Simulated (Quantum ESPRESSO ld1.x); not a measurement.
Q: Species: Mo III. Configuration: [Ar] 3d10 4s2 4p5.5 4d4 4f0.5 (fractional occupations, a model configuration). Calculated with ld1.x of Quantum ESPRESSO 7.5: scalar-relativistic Kohn-Sham, exchange-only LDA, spin-polarised, spherical densities, point nucleus; open shells are filled with parallel spins first. Some entries of the table are withheld. Estimate them.

orbital,occ.,eigenvalue (hartree),<1/r> (bohr^-1),r(max) (bohr)
1s up,1,-728.257,43.50,0.02290
1s down,1,-728.253,43.50,0.02290
2s up,1,-103.584,9.792,0.1298
2s down,1,-103.563,9.793,0.1298
2p up,3,-92.7564,9.527,0.1036
2p down,3,-92.7389,9.528,0.1036
3s up,1,-18.2916,3.360,0.3841
3s down,1,-18.2734,3.360,0.3842
3p up,3,-14.7451,3.198,0.3774
3p down,3,-14.7253,3.199,0.3774
3d up,5,-8.95659,2.967,0.3219
3d down,5,-8.93116,2.969,0.3220
4s up,1,-3.21459,1.241,0.9866
4s down,1,-3.08001,1.252,0.9809
4p up,3,-2.25656,1.104,1.066
4p down,2.5,-2.11230,1.114,1.059
4d up,4,-0.91646,(1),1.330
4d down,0,-0.76089,(2),1.316
4f up,0.5,-0.20377,0.2081,5.111
4f down,0,-0.13571,0.1543,6.695

A: 
(1) 4d up <1/r> (bohr^-1): 0.7962
(2) 4d down <1/r> (bohr^-1): 0.7974
